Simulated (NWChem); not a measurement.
# SiH2S2Cl2; SMILES S[Si](S)(Cl)Cl

```xyz
7

S      1.5057     0.9865     1.1566
Si     0.0000     0.0000    -0.0011
S     -1.5057    -0.9865     1.1566
Cl     1.0685    -1.3004    -1.1994
Cl    -1.0685     1.3004    -1.1994
H      0.6361     1.7157     1.8913
H     -0.6361    -1.7157     1.8913
```
Atoms are numbered in this order, from 1.

Program: NWChem. The geometry was optimised at B3LYP/6-31G* (spherical d). Hybrids' shares of exact exchange are those that their runs print; pure functionals count as 0. The functionals differ in more than this share.

| row | share of exact exchange | orbital gap (eV) |
|---|---|---|
| PBE/def2-SVP | 0.00 | 5.20 |
| revPBE/def2-SVP | 0.00 | 5.24 |
| B3LYP/def2-SVP | 0.20 | 6.94 |
| B3PW91/def2-SVP | 0.20 | 6.99 |
| MPW1K/def2-SVP | 0.43 | 9.08 |
| Hartree-Fock/def2-SVP | 1.00 | withheld |

Task: Fit a straight line of the last column on the one before it, predict the withheld value, and compare with the run.

Result: 
1. Means of the 5 shown rows: x = 0.166, y = 6.690. Slope Σ(x − x̄)(y − ȳ)/Σ(x − x̄)² = 1.138/0.1271 = 8.950; intercept 5.204.
2. The shown rows scatter about the line by 0.032 (root mean square); the largest residual is -0.05, at B3LYP/def2-SVP.
3. At x = 1.00 (Hartree-Fock/def2-SVP; beyond the shown range) the line gives 14.15.
4. The run gives 14.40, +0.25 from the line, 7.9 times the scatter.
